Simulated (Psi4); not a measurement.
tungsten atom (W), quintet (core potentials on W); Psi4 with CAM-B3LYP/def2-SVPD.

Input for Psi4:
```
memory 2 GB

molecule mol {
0 5
W     0.000000    0.000000    0.000000
}

set {
  basis def2-svpd
  reference uks
}

energy('cam-b3lyp')
print_variables()
```

The log (banner, timings and long lists left out):

```
   => Loading Basis Set <=

    Name: DEF2-SVPD
    Role: ORBITAL
    Keyword: BASIS

    !!!  WARNING: ECP capability is in beta. Please check occupations closely.  !!!

         ---------------------------------------------------------
                                   SCF
               by Justin Turney, Rob Parrish, Andy Simmonett
                          and Daniel G. A. Smith
                              UKS Reference
         ---------------------------------------------------------

  ==> Geometry <==

    Molecular point group: d2h
    Geometry (in Angstrom), charge = 0, multiplicity = 5:

       Center              X                  Y                   Z               Mass
    ------------   -----------------  -----------------  -----------------  -----------------
         W            0.000000000000     0.000000000000     0.000000000000   183.950930920000

  Running in d2h symmetry.

  Rotational constants: A = ************  B = ************  C = ************ [cm^-1]
  Rotational constants: A = ************  B = ************  C = ************ [MHz]
  Nuclear repulsion =    0.000000000000000

  Charge       = 0
  Multiplicity = 5
  Electrons    = 14
  Nalpha       = 9
  Nbeta        = 5

  ==> Algorithm <==

  SCF Algorithm Type is DF.
  DIIS enabled.
  MOM disabled.
  Fractional occupation disabled.
  Guess Type is CORE.
  Energy threshold   = 1.00e-06
  Density threshold  = 1.00e-06
  Integral threshold = 1.00e-12

  ==> Primary Basis <==

  Basis Set: DEF2-SVPD
    Blend: DEF2-SVPD
    Number of shells: 13
    Number of basis functions: 35
    Number of Cartesian functions: 40
    Spherical Harmonics?: true
    Max angular momentum: 3

  Core potential: DEF2-SVPD
    Number of shells: 4
    Number of ECP primitives: 10
    Number of ECP core electrons: 60
    Max angular momentum: 3

  ==> DFT Potential <==

   => LibXC <=

    Version 7.1.2
    S. Lehtola, C. Steigemann, M. J. T. Oliveira, and M. A. L. Marques,  SoftwareX 7, 1–5 (2018) (10.1016/j.softx.2017.11.002)

   => Composite Functional: CAM-B3LYP <=

    CAM-B3LYP Hyb-GGA Exchange-Correlation Functional

    T. Yanai, D. P. Tew, and N. C. Handy,  Chem. Phys. Lett. 393, 51 (2004) (10.1016/j.cplett.2004.06.011)

    Deriv               =              1
    GGA                 =           TRUE
    Meta                =          FALSE

    Exchange Hybrid     =           TRUE
    MP2 Hybrid          =          FALSE

   => Exchange Functionals <=

    0.3500         Becke 88 [omega = 0.3300]
    0.4600   Short-range recipe for B88 functional - erf [omega = 0.3300]

   => Exact (HF) Exchange <=

    0.4600            HF,LR [omega = 0.3300]
    0.1900               HF

   => Correlation Functionals <=

    0.1900   Vosko, Wilk & Nusair (VWN5)
    0.8100   Lee, Yang & Parr

   => LibXC Density Thresholds  <==

    XC_HYB_GGA_XC_CAM_B3LYP:  1.00E-14

   => Molecular Quadrature <=

    Radial Scheme          =       TREUTLER
    Pruning Scheme         =           NONE
    Nuclear Scheme         =       TREUTLER

    Blocking Scheme        =         OCTREE
    BS radius alpha        =              1
    Pruning alpha          =              1
    Radial Points          =             75
    Spherical Points       =            302
    Total Points           =          21436
    Total Blocks           =            240
    Max Points             =            251
    Max Functions          =             35
    Weights Tolerance      =       1.00E-15

   => Loading Basis Set <=

    Name: (DEF2-SVPD AUX)
    Role: JKFIT
    Keyword: DF_BASIS_SCF

  ==> Integral Setup <==

  SCF_SUBTYPE=INCORE selected. In-core MEM_DF algorithm will be used.
  Using in-core AOs.

  ==> MemDFJK: Density-Fitted J/K Matrices <==

    J tasked:                   Yes
    K tasked:                   Yes
    wK tasked:                  Yes
    Omega:                3.300E-01
    Algorithm:                 Core
    Schwarz Cutoff:           1E-12
    Mask sparsity (%):       0.0000
[...]
   @DF-UKS iter   8:   -66.85838735198915   -8.06182e-03   9.54325e-04 ADIIS/DIIS
   @DF-UKS iter   9:   -66.86066626899770   -2.27892e-03   6.84256e-04 ADIIS/DIIS
   @DF-UKS iter  10:   -66.86196320749366   -1.29694e-03   8.28251e-04 ADIIS/DIIS
   @DF-UKS iter  11:   -66.86208347330319   -1.20266e-04   4.64359e-04 ADIIS/DIIS
   @DF-UKS iter  12:   -66.86235810321466   -2.74630e-04   1.59072e-04 ADIIS/DIIS
   @DF-UKS iter  13:   -66.86246434371422   -1.06240e-04   1.56180e-04 ADIIS/DIIS
   @DF-UKS iter  14:   -66.86249790722951   -3.35635e-05   8.38629e-05 DIIS
   @DF-UKS iter  15:   -66.86250880146356   -1.08942e-05   4.47259e-05 DIIS
   @DF-UKS iter  16:   -66.86252304179703   -1.42403e-05   3.82718e-05 DIIS
   @DF-UKS iter  17:   -66.86254262440816   -1.95826e-05   3.99988e-05 DIIS
   @DF-UKS iter  18:   -66.86254317787400   -5.53466e-07   1.30386e-05 DIIS
   @DF-UKS iter  19:   -66.86254359932076   -4.21447e-07   8.22146e-06 DIIS
   @DF-UKS iter  20:   -66.86254367066596   -7.13452e-08   1.39184e-06 DIIS
   @DF-UKS iter  21:   -66.86254367351134   -2.84538e-09   3.65197e-07 DIIS
  Energy and wave function converged.

  ==> Post-Iterations <==

   Electrons on quadrature grid:
      Nalpha   =    9.0000000000 ; deviation = 0.000e+00
      Nbeta    =    5.0000000000 ; deviation = 1.066e-14
      Ntotal   =   14.0000000000 ; deviation = 1.066e-14

   @Spin Contamination Metric:   9.646450994E-02
   @S^2 Expected:                6.000000000E+00
   @S^2 Observed:                6.096464510E+00
   @S   Expected:                2.000000000E+00
   @S   Observed:                2.000000000E+00

    Orbital Energies [Eh]
    ---------------------

    Alpha Occupied:

[...]
    Alpha Virtual:

[...]
    Beta Occupied:

[...]
    Beta Virtual:

[...]
    Final Occupation by Irrep:
             Ag   B1g   B2g   B3g    Au   B1u   B2u   B3u
    DOCC [     2,    0,    0,    0,    0,    1,    1,    1 ]
    SOCC [     1,    1,    1,    1,    0,    0,    0,    0 ]
    NA   [     3,    1,    1,    1,    0,    1,    1,    1 ]
    NB   [     2,    0,    0,    0,    0,    1,    1,    1 ]

  @DF-UKS Final Energy:   -66.86254367351134

   => Energetics <=

    Nuclear Repulsion Energy =              0.0000000000000000
    One-Electron Energy =                -112.6270639444865935
    Two-Electron Energy =                  50.8647850801645021
    DFT Exchange-Correlation Energy =      -5.1002648091892482
    Empirical Dispersion Energy =           0.0000000000000000
    VV10 Nonlocal Energy =                  0.0000000000000000
    Total Energy =                        -66.8625436735113396

  UHF NO Occupations:
  HONO-2 :    1B2g 1.0000000
  HONO-1 :    1B1g 1.0000000
  HONO-0 :    1B3g 1.0000000
  LUNO+0 :    4 Ag 0.0491232
  LUNO+1 :    2B3u 0.0001504
  LUNO+2 :    2B1u 0.0000728
  LUNO+3 :    2B2u 0.0000728

Computation Completed

Properties will be evaluated at   0.000000,   0.000000,   0.000000 [a0]

Properties computed using the SCF density matrix

 Multipole Moments:

 ------------------------------------------------------------------------------------
     Multipole            Electronic (a.u.)      Nuclear  (a.u.)        Total (a.u.)
 ------------------------------------------------------------------------------------

 L = 1.  Multiply by 2.5417464519 to convert [e a0] to [Debye]
 Dipole X            :          0.0000000            0.0000000            0.0000000
 Dipole Y            :          0.0000000            0.0000000            0.0000000
 Dipole Z            :          0.0000000            0.0000000            0.0000000
 Magnitude           :                                                    0.0000000

 ------------------------------------------------------------------------------------

  Variable Map:
  ----------------------------------------------------------------------------
[...]
  Array Variable Map:
  ----------------------------------------------------------------------------
[...]
[...]
```
